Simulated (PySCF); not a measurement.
**Converging NaBi in the basis (HF)**

PySCF, ROHF reference; triplet, unpaired electrons π ↑↑; De to Na + Bi without counterpoise correction.

| basis | relativity | functions | Re (Å) | ωe (cm⁻¹) | De (eV) | μ (D) |
| --- | --- | --- | --- | --- | --- | --- |
| def2-SVP | scalar-relativistic core potentials | 41 | 3.024 | 191 | 0.08 | -7.81 |
| def2-SVPD | scalar-relativistic core potentials | 50 | 3.021 | 194 | 0.11 | -7.79 |
| aug-cc-pVDZ/aug-cc-pVDZ-PP | scalar-relativistic core potentials | 59 | 3.023 | 194 | 0.09 | -7.83 |

**Question.** How does each smaller set differ from the one with most functions, aug-cc-pVDZ/aug-cc-pVDZ-PP?

**Answer.** def2-SVP: +0.1 pm, -1.5 % in ωe, -0.01 eV in De; def2-SVPD: -0.2 pm, +0.0 % in ωe, +0.02 eV in De. All at HF; the set with most functions is neither the basis-set limit nor always the best.

A positive dipole means Na(−)Bi(+). These are scalar-relativistic numbers at best; spin–orbit coupling would shift them, the dissociation energy most. Hartree–Fock leaves out correlation, which carries a large part of most bond energies and some tenths to 1 eV of ionisation energies. The state was picked by a PBE0 search and need not be the measured ground state.
